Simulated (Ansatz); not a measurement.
Isolated molecules relaxed with PBE0-D4/def2-TZVP in Ansatz; ΔE leaves out vibrations. CCSD(T)/CBS adds triple-zeta CCSD(T) − MP2 to the extrapolated MP2 energy (def2 sets, frozen cores). This one scheme is used for every species. DFT in def2-TZVPP. For Ga, Ge outer-core shells are correlated without core-valence functions, which leaves a few kJ/mol of doubt a bond. Scalar relativity is left out up to krypton. Each species was taken in one conformer, which may not be the lowest.

Reaction (formal hydrolysis of a Ga–Ge bond): `[BH2][GaH][GeH2][CH3]` + H₂O → `[BH2][GaH][OH]` + `[CH3][GeH3]`

```
             level  ΔE (kJ/mol)
           PBE0-D4        -16.5
      CAM-B3LYP-D4        -35.5
           ωB97M-V        -29.3
              BLYP        -33.4
             BHLYP        -35.5
RPA@PBE/def2-TZVPP        -34.2
      MP2/def2-SVP        -49.1
    MP2/def2-TZVPP        -31.3
```

(1) What does CCSD(T)/CBS give? (Best estimate.)

Largest T1 diagnostic among the species: 0.015.

Answers

(1) Ansatz gave: -24.6 kJ/mol. The listed levels differ from it by 8.1, -10.9, -4.7, -8.8, -10.9, -9.6, -24.5, -6.7 kJ/mol.

At CCSD(T), def2-SVP lies −21.5 kJ/mol from the extrapolated value and def2-TZVPP −4.8 kJ/mol. In def2-TZVPP, CCSD(T) changes the Hartree–Fock value by +15.8 kJ/mol (the triples alone add +0.7 kJ/mol) and MP2 by +13.9 kJ/mol.
